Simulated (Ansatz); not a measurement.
# A relaxation, step by step

Si$_{2}$NH$_{9}$O, closed shell, PBE0-D4/def2-TZVP (Ansatz 0.2.0). Settings:

```yaml
hamiltonian: {xc: pbe0, dispersion: d4}
relax: {f_tol: 0.005, max_steps: 200}
```

Start, a step off a saddle point along its unstable mode:

```tsv
atom	x (Å)	y (Å)	z (Å)
Si1	0.1287	-0.7469	-0.1498
O2	-1.3935	0.2147	0.8270
H3	-0.7421	-1.2281	-1.2364
H4	1.5451	-0.6732	-0.4260
N5	0.1782	-1.8692	1.2059
H6	-1.1877	0.8671	0.4533
Si7	0.3767	1.6941	-1.0735
H8	-1.1730	0.2123	1.7877
H9	-0.6119	-2.3912	1.5908
H10	1.0160	-2.4311	1.2708
H11	1.6001	2.3114	-0.4539
H12	0.7673	1.1458	-2.3887
H13	-0.5042	2.8944	-1.4072
```

| step | energy less the last (meV) | largest force component (eV/Å) |
| --- | --- | --- |
| 1 | 3043.7 | 16.495 |
| 5 | 500.7 | 0.713 |
| 9 | 171.0 | 0.391 |
| 13 | 123.4 | 0.260 |
| 17 | 59.2 | 0.204 |
| 21 | 26.4 | 0.061 |
| 25 | 23.7 | 0.045 |
| 29 (rejected trial) | 23.3 | 0.071 |
| 33 (rejected trial) | 21.1 | 0.109 |
| 37 (rejected trial) | 19.3 | 0.581 |
| 41 | 10.8 | 0.021 |
| 45 | 9.1 | 0.300 |
| 49 | 4.0 | 0.302 |
| 53 | 1.7 | 0.022 |
| 57 | 0.3 | 0.016 |
| 61 | 0.1 | 0.006 |
| 65 (rejected trial) | 0.1 | 0.017 |
| 69 | 0.0 | 0.004 |

Step 41, positions (Å) and forces (eV/Å):

```tsv
atom	x	y	z	Fx	Fy	Fz
Si1	0.496	-0.984	-0.743	0.001	-0.012	-0.001
O2	-1.734	0.812	1.776	0.008	0.005	-0.021
H3	-0.629	-1.529	-1.550	-0.003	0.000	-0.007
H4	1.745	-1.648	-1.224	0.001	0.002	-0.002
N5	0.106	-1.319	0.922	-0.007	0.011	-0.003
H6	-2.296	1.083	1.048	-0.001	-0.003	0.014
Si7	0.704	1.329	-1.052	0.003	-0.002	0.001
H8	-1.271	0.017	1.462	0.004	0.002	0.003
H9	-0.175	-2.263	1.149	0.004	0.006	-0.001
H10	0.760	-0.990	1.620	-0.001	-0.006	0.007
H11	1.606	1.907	-0.020	-0.005	0.001	0.001
H12	1.301	1.571	-2.395	0.006	-0.001	0.003
H13	-0.613	2.014	-0.992	-0.010	-0.004	0.006
```

Last step (69):

```xyz
13
angstrom
Si 0.4237 -0.9787 -0.7268
O -1.4131 0.9984 1.4597
H -0.7395 -1.5205 -1.4815
H 1.6452 -1.6422 -1.2765
N 0.1228 -1.3718 0.9520
H -2.3284 0.9906 1.1731
Si 0.6182 1.3442 -0.9980
H -1.1073 0.0754 1.3997
H -0.1438 -2.3264 1.1502
H 0.8334 -1.0865 1.6130
H 1.2773 1.9549 0.1851
H 1.4981 1.5683 -2.1825
H -0.6869 1.9943 -1.2676
```

Hardware: 8 CPU threads of an Intel Xeon Platinum 8259CL, shared host. Wall time about 2.2 min.
